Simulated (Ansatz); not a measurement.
Conformers of C₃H₂F₄, SMILES `FCC(F)=C(F)F`, each relaxed with PBE0-D4/def2-TZVP in Ansatz. CBS adds the triple-zeta coupled-cluster correction to the MP2 limit.

Not all of them had a frequency check.

Conformer A:

```xyz
9

F     0.498   -1.266    1.638
C     0.475   -1.009    0.278
C     0.290    0.429    0.013
F     1.338    1.221    0.263
C    -0.821    0.983   -0.454
F    -1.912    0.310   -0.728
F    -0.962    2.256   -0.704
H    -0.338   -1.583   -0.170
H     1.432   -1.341   -0.136
```

Conformer B:

```xyz
9

F     1.746   -0.334    0.634
C     0.737    0.583    0.725
C    -0.446    0.196   -0.093
F    -1.434    1.098   -0.003
C    -0.636   -0.869   -0.856
F     0.231   -1.829   -1.041
F    -1.744   -1.079   -1.526
H     0.436    0.678    1.775
H     1.109    1.557    0.384
```

Task: Which is lowest in electronic energy at CCSD(T)/CBS (frozen core, def2 sets), and by how much? (Estimate.)

Result: Computed: A; B lies 14.7 kJ/mol higher.

Task: Give the energies relative to A (kJ/mol) with ωB97X-V/def2-TZVPP, ωB97M-V/def2-TZVPP, MP2/def2-TZVPP, CCSD(T)/def2-TZVPP, MP2/def2-QZVPP, SCS-MP2/def2-QZVPP, MP2/CBS(def2). (Best estimate.)

Result: Computed: 
| level | B |
| --- | --- |
| ωB97X-V/def2-TZVPP | 13.8 |
| ωB97M-V/def2-TZVPP | 14.4 |
| MP2/def2-TZVPP | 15.8 |
| CCSD(T)/def2-TZVPP | 14.1 |
| MP2/def2-QZVPP | 16.3 |
| SCS-MP2/def2-QZVPP | 15.0 |
| MP2/CBS(def2) | 16.4 |
